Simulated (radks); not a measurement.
Spherical jellium clusters: N electrons in a uniform positive sphere of charge N and radius rs N^(1/3), rs = 5.14 bohr. Method: non-relativistic Kohn-Sham, LDA (Slater exchange, Perdew-Wang correlation), spin-polarised, spherical densities; computed with a radial shooting solver with Libxc functionals. Levels are named by radial order and angular momentum (1s, 1p, 1d, 2s, ...), and open shells are averaged over m.

N = 13, configuration 1s2 1p6 1d(up 5, down 0). This is the lowest configuration that the search found. Occupied and some empty levels:

level    occupation  eigenvalue (eV)  <r> (bohr)
1s up             1          -3.7928       7.829
1s down           1          -3.4993       7.397
1p up             3          -3.2196       9.072
1p down           3          -2.8563       8.994
1d up             5          -2.4632       10.03
1d down           0          -2.0867       10.14
2s up             0          -1.9892       8.404
2s down           0          -1.8208       8.683
1f up             0          -1.5748       10.95
1f down           0          -1.2191       11.23
2p up             0          -1.0742       10.78
2p down           0         -0.89543       11.11

Energy (eV): total -23.1200, kinetic 15.053, external -453.03, Hartree 225.24, exchange-correlation -38.689, background 228.30.

Electron density:

r (bohr)  n(r) (e/bohr^3)
0.383           0.0008794
1.35            0.0009507
2.31             0.001097
3.27             0.001308
4.23             0.001564
5.20             0.001834
6.16             0.002070
7.12             0.002207
8.08             0.002177
9.05             0.001942
10.0             0.001532
11.0             0.001052
11.9            0.0006267
12.9            0.0003276
13.9            0.0001578
14.8           0.00007142
15.8           0.00003094
16.8           0.00001285
17.7            5.270e-06
18.7            2.129e-06
